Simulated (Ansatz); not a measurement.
Program: Ansatz. Geometries: PBE0-D4/def2-TZVP. ΔE: electronic, gas phase. CCSD(T)/CBS is the MP2 limit (def2-TZVPP, def2-QZVPP) plus CCSD(T) − MP2 in def2-TZVPP, frozen cores. Functionals use def2-TZVPP. B3LYP here is the variant with VWN-RPA as its local correlation; programs differ in this. For Ge outer-core shells are correlated without core-valence functions, which leaves a few kJ/mol of doubt a bond. Scalar relativity is left out up to krypton. One conformer a species, not always the lowest.

Reaction (ligand exchange at a Ge–S bond): `CB[S][GeH3]` + `NB(O)F` → `NB(F)[O][GeH3]` + `CBS`

(1) Is it downhill or uphill in electronic energy at CCSD(T)/CBS, and by how much? (Best estimate.)

(2) What do these levels give: PBE-D4, r2SCAN-D4, PBE0-D4, ωB97X-V, ωB97M-V, r2SCAN, PBE0, B3LYP, HF/def2-TZVPP, CCSD(T)/def2-TZVPP, SCS-MP2/def2-QZVPP, HF/CBS(def2)? (Estimate.)

Largest T1 diagnostic among the species: 0.013.

## Answers

(1) Ansatz gave: Uphill: ΔE = +6.5 kJ/mol.

(2) The calculation gave: PBE-D4 13.6, r2SCAN-D4 6.8, PBE0-D4 13.1, ωB97X-V 0.7, ωB97M-V 3.7, r2SCAN 6.5, PBE0 11.8, B3LYP 1.1, HF/def2-TZVPP -8.2, CCSD(T)/def2-TZVPP 1.8, SCS-MP2/def2-QZVPP 1.4, HF/CBS(def2) -9.5 kJ/mol.

In def2-TZVPP, CCSD(T) changes the Hartree–Fock value by +10.0 kJ/mol (the triples alone add +1.8 kJ/mol) and MP2 by +13.8 kJ/mol.
